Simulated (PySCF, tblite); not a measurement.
Isomers of C6H9NP2, one GFN2-xTB conformer each. Single-point energies are computed at PBE0/pcSseg-1 (PySCF, gas phase, no added dispersion term), electronic only.

| SMILES | GFN2-xTB relative energy (kJ/mol) |
| --- | --- |
| C=CC/P=P/CCC#N | 113.6 |
| CN(C)c1cpcpc1 | 11.1 |
| CN(C)c1pcccp1 | 0.0 |
| CN(C)c1cpccp1 | 3.2 |

Conformers: `[CH2:1]=[CH:2][CH2:3]/[P:4]=[P:5]/[CH2:6][CH2:7][C:8]#[N:9]` with C1–C2–C3–P4 -103°, C2–C3–P4–P5 -95°, P4–P5–C6–C7 -108°, P5–C6–C7–C8 59°.

Task: What does PBE0/pcSseg-1 give for the same structures?

Result: 
```json
{"SMILES": "CN(C)c1pcccp1", "PBE0/pcSseg-1 E (Eh)": "-970.81250", "PBE0/pcSseg-1 (kJ/mol)": "0.0", "GFN2-xTB (kJ/mol)": "0.0", "point group": "C2v"}
{"SMILES": "CN(C)c1cpcpc1", "PBE0/pcSseg-1 E (Eh)": "-970.81183", "PBE0/pcSseg-1 (kJ/mol)": "1.8", "GFN2-xTB (kJ/mol)": "11.1", "point group": "C2"}
{"SMILES": "CN(C)c1cpccp1", "PBE0/pcSseg-1 E (Eh)": "-970.80940", "PBE0/pcSseg-1 (kJ/mol)": "8.1", "GFN2-xTB (kJ/mol)": "3.2", "point group": "near Cs"}
{"SMILES": "C=CC/P=P/CCC#N", "PBE0/pcSseg-1 E (Eh)": "-970.78275", "PBE0/pcSseg-1 (kJ/mol)": "78.1", "GFN2-xTB (kJ/mol)": "113.6", "point group": "C1"}
```

Both levels put the same isomer lowest; measured from each level's own lowest isomer, the values differ by up to 35.5 kJ/mol (C=CC/P=P/CCC#N: 113.6 against 78.1). As drawn, the lowest has an aromatic ring, which the highest lacks; the highest has a C≡N group and a C=C bond outside aromatic rings, which the lowest lacks. Neighbours under 10 kJ/mol apart (CN(C)c1pcccp1 and CN(C)c1cpcpc1; CN(C)c1cpcpc1 and CN(C)c1cpccp1) can change places with a better method, another conformer or zero-point energy.

Task: Which frontier levels, dipoles and rotational constants go with these structures?

Result: 
```
        SMILES  HOMO (eV, PBE0/pcSseg-1)  LUMO (eV)  dipole (D)       A, B, C (MHz)
 CN(C)c1pcccp1                     -5.85      -1.70        1.82   1959, 1079, 702.1
 CN(C)c1cpcpc1                     -6.09      -1.71        4.20  2015, 875.5, 621.0
 CN(C)c1cpccp1                     -5.94      -1.90        3.06  2043, 949.2, 653.6
C=CC/P=P/CCC#N                     -7.08      -2.68        3.12  1841, 730.4, 581.2
```

Task: What happens when harmonic zero-point energies from GFN2-xTB frequencies are added?

Result: 
```tsv
SMILES	ZPE (kJ/mol)	electronic (kJ/mol)	with ZPE (kJ/mol)
CN(C)c1pcccp1	357.9	0.0	0.0
CN(C)c1cpcpc1	359.4	1.8	3.2
CN(C)c1cpccp1	358.2	8.1	8.4
C=CC/P=P/CCC#N	353.3	78.1	73.5
```

The zero-point energies span 6.1 kJ/mol. The order is unchanged.

Task: As an exercise, what shares would exp(−E/RT) give at 2000 K from these electronic energies alone (no entropy, no degeneracies)?

Result: RT = 16.629 kJ/mol: CN(C)c1pcccp1 39.7 %, CN(C)c1cpcpc1 35.7 %, CN(C)c1cpccp1 24.3 %, C=CC/P=P/CCC#N 0.4 %.
